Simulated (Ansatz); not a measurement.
C$_{2}$H$_{9}$NSi$_{2}$, SMILES `C=C(N)[SiH2][SiH3]`, relaxed with RKS PBE0-D4/def2-TZVP in the Gaussian-basis code of Ansatz from a PBE-D4/def2-SVP geometry. The force threshold is 0.005 eV/Å; the program also tests the step.

Charge 0, multiplicity 1.

Start:

```xyz
14

C     1.402    0.893   -0.601
C     0.647    0.775    0.526
N     0.746    1.616    1.629
Si   -0.528   -0.704    0.727
Si   -1.200   -1.522   -1.371
H     1.349    0.147   -1.406
H     2.123    1.720   -0.733
H    -0.095    1.738    2.194
H     1.264    2.489    1.493
H    -1.745   -0.230    1.491
H     0.100   -1.795    1.559
H    -2.114   -2.706   -1.188
H    -1.938   -0.458   -2.138
H    -0.012   -1.964   -2.182
```

```tsv
step	energy (eV)	largest force (eV/Å)	largest move (Å)
1	-19456.1861	0.690	0.000
2	-19456.2388	0.159	0.036
3	-19456.2417	0.087	0.018
4	-19456.2425	0.036	0.020
5	-19456.2428	0.008	0.022
6	-19456.2429	0.009	0.012
7	-19456.2429	0.014	0.025
8 (rejected)	-19456.2429	0.015	0.026
9	-19456.2430	0.008	0.013
10 (rejected)	-19456.2430	0.008	0.010
11	-19456.2430	0.003	0.005
12	-19456.2430	0.004	0.007
```

End:

```xyz
14

C     1.357    0.914   -0.599
C     0.641    0.770    0.524
N     0.793    1.577    1.640
Si   -0.550   -0.672    0.707
Si   -1.178   -1.538   -1.370
H     1.260    0.216   -1.420
H     2.080    1.716   -0.722
H    -0.018    1.693    2.225
H     1.301    2.438    1.501
H    -1.764   -0.178    1.426
H     0.045   -1.734    1.566
H    -2.066   -2.716   -1.172
H    -1.914   -0.514   -2.158
H     0.012   -1.974   -2.149
```

Hardware: 4 threads of an Arm Neoverse V2 on a shared host. Wall time 42 s, peak host memory 0.64 GiB.
